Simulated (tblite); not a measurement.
C6H11ClO2S.
Cartesian coordinates in Å at the GFN2-xTB level; atoms count from 1:
```
atom  x, y, z in Å
O1     3.2143    1.1765   -0.5118
S2     2.5861   -0.0376   -0.0991
O3     3.1825   -1.2784   -0.4780
Cl4    2.5863   -0.0100    1.9408
C5     0.8209   -0.0187   -0.4987
C6     0.2293    1.2561    0.0515
C7    -1.2785    1.2743   -0.2116
C8    -1.9342    0.0331    0.3889
C9    -1.3164   -1.2386   -0.1871
C10    0.1904   -1.2615    0.0809
H11    0.8237   -0.0319   -1.5890
H12    0.4094    1.2958    1.1279
H13    0.7166    2.1178   -0.4070
H14   -1.7137    2.1747    0.2227
H15   -1.4609    1.2985   -1.2880
H16   -3.0054    0.0476    0.1832
H17   -1.7998    0.0417    1.4721
H18   -1.4958   -1.2766   -1.2636
H19   -1.7813   -2.1164    0.2622
H20    0.3659   -1.2808    1.1586
H21    0.6517   -2.1486   -0.3552
```

Computed values, GFN2-xTB/tblite, gas phase, harmonic and unscaled. Against measured fundamentals such values can be off by several per cent, at times by over 20. One conformer, not necessarily the lowest.

Harmonic wavenumbers (cm⁻¹): 62.5, 84.2, 129.6, 175.4, 225.1, 260.1, 271.2, 315.7, 325.7, 346.4, 427.2, 428.0, 459.3, 512.6, 536.8, 755.8, 827.2, 863.8, 892.5, 933.6, 935.0, 966.4, 985.2, 1057.4, 1061.7, 1079.3, 1116.6, 1134.0, 1139.7, 1173.7, 1196.7, 1235.3, 1240.4, 1245.3, 1273.9, 1282.0, 1331.4, 1332.5, 1335.9, 1346.4, 1353.7, 1474.3, 1480.3, 1484.6, 1486.6, 1498.2, 2962.3, 2976.3, 2977.1, 2986.9, 2989.6, 2995.5, 2998.5, 2999.1, 3001.4, 3006.5, 3007.1.

A = 1745, B = 668.5, C = 660.6 MHz; mass 182.017 u (most abundant isotopes); point group Cs, symmetry number 1.

What is the zero-point energy?

Half the sum of the wavenumbers: 36990 cm⁻¹ = 442.50 kJ/mol.

Give the ideal-gas entropy at 500 K and 1 bar in the rigid-rotor, harmonic-oscillator model (classical rotation).

Translation 184.51, rotation 133.69, vibration 210.43: S = 528.6 J/(mol K).

And Cp and H(500 K) − H(0)?

Cp = 259.39 J/(mol K), of which vibrations give 226.14 (their classical limit is 57 R = 473.9); H(500 K) − H(0) = 73.22 kJ/mol without the zero-point energy, 56.59 from vibrations.

How do the functions run with temperature in this model?

```csv
T (K),S (J/(mol K)),Cp (J/(mol K)),H − H(0) (kJ/mol),G − H(0) (kJ/mol),ln q(vib)
100,293.0,76.4,5.13,-24.18,1.25
200,361.0,123.7,15.21,-57.00,3.67
300,419.9,170.3,29.88,-96.09,6.29
800,671.2,345.8,165.24,-371.73,19.74
1000,752.5,382.4,238.26,-514.27,24.81
```

q(vib) and H(0) count from the zero-point level.

What must be added to the electronic energy to get the Gibbs energy at 500 K and 1 bar?

ZPE + [H(500 K) − H(0)] − T·S = 442.50 + 73.22 − 264.32 = 251.40 kJ/mol.

Which modes carry the vibrational entropy at 500 K?

62.5 cm⁻¹: 22.59; 84.2 cm⁻¹: 20.12; 129.6 cm⁻¹: 16.56; 175.4 cm⁻¹: 14.09; 225.1 cm⁻¹: 12.07; 260.1 cm⁻¹: 10.91 J/(mol K); the other 51 give 114.09 together.

Blend soft modes into free rotors: weight 1/[1 + (100 cm⁻¹/ν̃)⁴] for the oscillator and the rest for a rotor with moment μB/(μ + B), μ = h/(8π²ν), B = 10⁻⁴⁴ kg m². What vibrational entropy results?

200.01 J/(mol K) in place of 210.43, which changes −T·S at 500 K by +5.21 kJ/mol.

Hindered rotation and anharmonicity are outside this model. Other conformers, if any are populated, would add a mixing term that is left out.

Hardware: one thread, Arm Neoverse V2 (aarch64), no GPU, on a shared host. Cost: 0.91 s wall. This covers the Hessian and the dipole derivatives.
